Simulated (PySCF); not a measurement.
## NbB: energy against distance

Set-up: PySCF, scalar-relativistic core potentials, basis sets Nb def2-TZVPP with ECP28, B def2-TZVPP. Energies in eV from Nb (4d4 5s1) + B in their ground configurations at the same level. State: ⁷Σ⁺ (septet), unpaired electrons σ ↑↑, π ↑↑, δ ↑↑.

All columns are PBE0. A positive dipole means Nb(−)B(+).

```json
{"R (Å)": "1.807", "E (eV)": "-2.175", "μ (D)": "-2.02", "Mulliken charge on Nb (basis-dependent)": "0.29", "HOMO (eV)": "-4.97", "LUMO (eV)": "-2.76", "Mayer bond order": "1.92", "⟨S²⟩": "12.00"}
{"R (Å)": "1.891", "E (eV)": "-2.690", "μ (D)": "-2.28", "Mulliken charge on Nb (basis-dependent)": "0.25", "HOMO (eV)": "-5.04", "LUMO (eV)": "-2.52", "Mayer bond order": "1.90", "⟨S²⟩": "12.00"}
{"R (Å)": "1.975", "E (eV)": "-2.979", "μ (D)": "-2.50", "Mulliken charge on Nb (basis-dependent)": "0.21", "HOMO (eV)": "-5.10", "LUMO (eV)": "-2.32", "Mayer bond order": "1.87", "⟨S²⟩": "12.00"}
{"R (Å)": "2.038", "E (eV)": "-3.083", "μ (D)": "-2.63", "Mulliken charge on Nb (basis-dependent)": "0.18", "HOMO (eV)": "-5.12", "LUMO (eV)": "-2.19", "Mayer bond order": "1.85", "⟨S²⟩": "12.00"}
{"R (Å)": "2.101", "E (eV)": "-3.112", "μ (D)": "-2.75", "Mulliken charge on Nb (basis-dependent)": "0.16", "HOMO (eV)": "-5.11", "LUMO (eV)": "-2.08", "Mayer bond order": "1.83", "⟨S²⟩": "12.00"}
{"R (Å)": "2.164", "E (eV)": "-3.083", "μ (D)": "-2.84", "Mulliken charge on Nb (basis-dependent)": "0.13", "HOMO (eV)": "-5.11", "LUMO (eV)": "-2.00", "Mayer bond order": "1.80", "⟨S²⟩": "12.00"}
{"R (Å)": "2.248", "E (eV)": "-2.977", "μ (D)": "-2.92", "Mulliken charge on Nb (basis-dependent)": "0.11", "HOMO (eV)": "-5.09", "LUMO (eV)": "-2.00", "Mayer bond order": "1.76", "⟨S²⟩": "12.01"}
{"R (Å)": "2.353", "E (eV)": "-2.769", "μ (D)": "-2.98", "Mulliken charge on Nb (basis-dependent)": "0.10", "HOMO (eV)": "-5.07", "LUMO (eV)": "-2.04", "Mayer bond order": "1.70", "⟨S²⟩": "12.01"}
{"R (Å)": "2.479", "E (eV)": "-2.459", "μ (D)": "-2.98", "Mulliken charge on Nb (basis-dependent)": "0.08", "HOMO (eV)": "-5.03", "LUMO (eV)": "-2.15", "Mayer bond order": "1.64", "⟨S²⟩": "12.01"}
{"R (Å)": "2.647", "E (eV)": "-2.007", "μ (D)": "-2.87", "Mulliken charge on Nb (basis-dependent)": "0.08", "HOMO (eV)": "-4.97", "LUMO (eV)": "-2.29", "Mayer bond order": "1.54", "⟨S²⟩": "12.01"}
```

A fit through these points gives, at Re = 2.098 Å, μ = -2.74 D and dμ/dR = -1.60 D/Å; the reduced mass is 9.843 u.

How strong is the fundamental in the double-harmonic approximation, I = 42.26·(dμ/dR)²/μred km/mol?

I = 42.26·(-1.60)²/9.843 = 11.0 km/mol at PBE0.

The metal atom is held in its measured ground configuration; semilocal functionals can put another filling of s and d lower by some tenths of an eV, and De to that atom would be smaller. These are scalar-relativistic numbers at best; spin–orbit coupling would shift them, the dissociation energy most. With d or f electrons several states lie close, and the lowest PBE0 determinant need not be the measured ground state.
